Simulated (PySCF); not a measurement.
SMILES C(O)[SiH2]OC (GFN2-xTB optimised geometry):

```
13

C      2.366    -0.555     0.000
O      0.970    -0.555     0.000
Si    -0.025     0.722     0.000
C     -1.756    -0.059     0.007
O     -2.753     0.954     0.070
H      2.753    -0.042    -0.883
H      2.704    -1.591    -0.007
H      2.753    -0.054     0.890
H      0.171     1.591    -1.163
H      0.152     1.544     1.211
H     -1.899    -0.773     0.828
H     -1.960    -0.597    -0.919
H     -2.614     1.469     0.870
```

Computed with CAM-B3LYP/def2-TZVP (PySCF).

Question: What are the frontier orbital energies and the dipole moment?

Answer: HOMO-2 -10.36 eV, HOMO-1 -9.69 eV, HOMO -8.83 eV, LUMO 1.05 eV, LUMO+1 1.95 eV; dipole moment 2.26 D.

Meta-Löwdin charges at CAM-B3LYP/def2-TZVP: C1 -0.11, O2 -0.63, Si3 0.90, C4 -0.24, O5 -0.54, H6 0.10, H7 0.12, H8 0.10, H9 -0.14, H10 -0.15, H11 0.11, H12 0.13, H13 0.33.
